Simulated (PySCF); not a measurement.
## Computed properties of C2H7BO3, SMILES OB([C@@H](O)C)O

C2H7BO3, SMILES OB([C@@H](O)C)O. Coordinates come from a PBE0-D3(BJ)/def2-SVP optimisation. The structure was generated by enumeration; whether it is a known compound was not checked. The values are those of a single conformer. All values are computed for the isolated molecule unless a solvent is named; none is compared with measurement here.

**Structure.** All 33 harmonic modes at PBE0-D3(BJ)/def2-SVP (PySCF) are real, so it is a minimum. With heavy atoms numbered as in [CH3:1][C@H:2]([OH:3])[B:4]([OH:5])[OH:6], the shortest bond between them is B4–O5 at 1.356 Å and the longest C2–B4 at 1.590 Å.

**Vibrations.** The strongest infrared lines (harmonic, unscaled, degenerate partners summed) lie at 1515 cm⁻¹ (260 km/mol, B 66 %, O 18 %, H 13 %), 1313 cm⁻¹ (181 km/mol, H 59 %, C 19 %, B 12 %, O 10 %), 3789 cm⁻¹ (150 km/mol, H 94 %). The softest mode is at 57 cm⁻¹ and the zero-point energy is 66.3 kcal/mol.

**Electronic structure.** ωB97X/def2-TZVP (PySCF) places the frontier levels at -10.62 and 2.69 eV, a gap of 13.31 eV, and gives a dipole moment of 1.47 D and a mean polarisability of 48.8 bohr³. PBE/def2-TZVP (PySCF) at the same geometry gives -6.44 and -0.19 eV, so its gap is 7.06 eV narrower. An orbital gap is neither the optical nor the fundamental gap.

**Excitations.** TDDFT-B3LYP/def2-SVPD (PySCF) has S1 at 6.72 eV (184 nm, f = 0.009, weak); the most intense of the 10 singlets computed lies at 8.44 eV (f = 0.04). T1 (TDA) is at 6.49 eV. TDDFT-PBE/def2-SVPD (PySCF) puts S1 at 6.03 eV. No vertical singlet excitation falls in the visible range (under 3.1 eV).

**NMR.** GIAO shifts at PBE0/pcSseg-1 (PySCF) (non-relativistic, atoms alike by connectivity averaged): ¹³C from 23.8 to 59.3 ppm against TMS; ¹H from 0.3 to 5.2 ppm against TMS; ¹¹B at 18.9 ppm against BF3.
